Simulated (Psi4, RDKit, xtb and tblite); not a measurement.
Internal rotation in SMILES [SiH2](S)[SiH2]C(C)=O (C2H8OSSi2), singlet. Scanned: dihedral O3–C2–Si4–Si5 and dihedral C2–Si4–Si5–S6; all other coordinates were relaxed at GFN2-xTB. GFN2-xTB can order the conformers of Si and Ge chains otherwise than DFT does. Points at φ and −φ are mirror images. Heavy atoms are numbered in the order of the SMILES CC(=O)[SiH2][SiH2]S, hydrogens after them in the order of the atoms that carry them; the mirror image has the same energies with the sign of each dihedral reversed.

Methods: GFN2-xTB (xtb and tblite); MMFF94 // GFN2-xTB (RDKit); PBE/def2-SVP // GFN2-xTB (Psi4); PBE-D3(BJ)/def2-SVP // GFN2-xTB (Psi4); UFF // GFN2-xTB (RDKit).

Energies in kJ/mol at chosen points (x: dihedral O3–C2–Si4–Si5 (°); y: dihedral C2–Si4–Si5–S6 (°)), relative to x = -60, y = 180:

```json
[
 {"method": "GFN2-xTB", "(180, -30)": "7.9", "(-60, 150)": "2.6", "(180, 120)": "9.4", "(60, 0)": "0.4", "(60, -120)": "4.0", "(-30, 30)": "0.1", "(0, 0)": "1.6"},
 {"method": "MMFF94", "(180, -30)": "23.9", "(-60, 150)": "5.8", "(180, 120)": "23.3", "(60, 0)": "10.2", "(60, -120)": "8.7", "(-30, 30)": "10.5", "(0, 0)": "15.8"},
 {"method": "PBE/def2-SVP", "(180, -30)": "-1.1", "(-60, 150)": "-3.7", "(180, 120)": "4.6", "(60, 0)": "-12.6", "(60, -120)": "-2.8", "(-30, 30)": "-15.5", "(0, 0)": "-10.9"},
 {"method": "PBE-D3(BJ)/def2-SVP", "(180, -30)": "-3.5", "(-60, 150)": "-3.8", "(180, 120)": "3.6", "(60, 0)": "-15.2", "(60, -120)": "-3.1", "(-30, 30)": "-17.4", "(0, 0)": "-12.7"},
 {"method": "UFF", "(180, -30)": "8.8", "(-60, 150)": "2.6", "(180, 120)": "7.8", "(60, 0)": "11.4", "(60, -120)": "4.5", "(-30, 30)": "37.8", "(0, 0)": "48.2"}
]
```

MMFF94 has few fitted parameters for silicon.
